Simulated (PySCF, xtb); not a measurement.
In(Br)(OH)2 (BrH2InO2), SMILES [OH][In]([OH])[Br].

xtb with GFN2-xTB at its own geometry gives an orbital gap of 2.97 eV and a dipole moment of 2.89 D.

Coordinates come from a B3LYP-D3(BJ)/def2-SVP optimisation. The def2 effective core potentials stand for the cores of In; spin–orbit coupling is left out. The values are those of a single conformer.

**Question.** What does PySCF with PBE/def2-TZVP give? (The exact figures need the calculation; the answer reports its results.)

**Answer.** gap 3.83 eV (levels -7.21 and -3.38 eV), dipole 1.48 D.
